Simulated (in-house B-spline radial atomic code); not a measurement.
Configurations of Sb II (Sb+), with energies counted from [Kr] 4d10 5s2 5p2. All numbers are computed (scalar-relativistic (X2C) B97-1, spin-polarised, spherical fractional occupations, exact exchange averaged over the configuration; Fermi nucleus of rms radius 4.6802 fm) with a radial B-spline atomic code at the basis-set limit, not measured. Shells without spins written out take the highest spin.

Occupations are held fixed; configurations that lie above the ionisation limit could autoionise.

```json
{"configuration": "[Kr] 4d10 5s2 5p1 6s1", "E - E(ref) (eV)": "8.3738", "highest orbital": "6s up", "its <r> (bohr)": "5.314"}
{"configuration": "[Kr] 4d9 5s2 5p2 6s1", "E - E(ref) (eV)": "41.298", "highest orbital": "6s up", "its <r> (bohr)": "5.104"}
{"configuration": "[Kr] 4d9 4f1 5s2 5p2", "E - E(ref) (eV)": "45.92", "highest orbital": "4f up", "its <r> (bohr)": "7.959"}
{"configuration": "[Kr] 4d9 5s2 5p2 5f1", "E - E(ref) (eV)": "47.006", "highest orbital": "5f up", "its <r> (bohr)": "12.97"}
{"configuration": "[Ar] 3d9 4s2 4p6 4d10 5s2 5p2 6d1", "E - E(ref) (eV)": "542.74", "highest orbital": "6d up", "its <r> (bohr)": "8.919"}
```

(1) Order these further configurations by energy, lowest first.
A. [Kr] 4d9 5s2 5p2 5d1
B. [Ar] 3d10 4s2 4p5 4d10 5s2 5p2 6d1
C. [Kr] 4d10 5s1 5p2 5f1
D. [Kr] 4d10 5s2 5p1 5f1
E. [Kr] 4d10 5s1 5p3

(2) How far above the reference does [Ar] 3d10 4s2 4p5 4d10 5s2 5p2 5d1 lie?

Results:

(1) E (6.7354 eV), D (13.858 eV), C (21.687 eV), A (41.938 eV), B (116.65 eV).

(2) 113.08 eV; its least bound orbital is 5d up with <r> = 4.016 bohr.
